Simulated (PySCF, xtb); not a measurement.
pentane (C5H12), SMILES CCCCC.

GFN2-xTB run with xtb at its own geometry gives an orbital gap of 13.56 eV and a dipole moment of 0.02 D.

Coordinates come from a B3LYP-D3(BJ)/def2-SVP optimisation. One conformer was computed; it need not be the lowest.

**Question.** What does HF/def2-TZVP run with PySCF give? (Estimate from the structure and the level; the computed values follow.)

**Answer.** gap 15.87 eV (levels -12.12 and 3.75 eV), dipole 0.07 D.
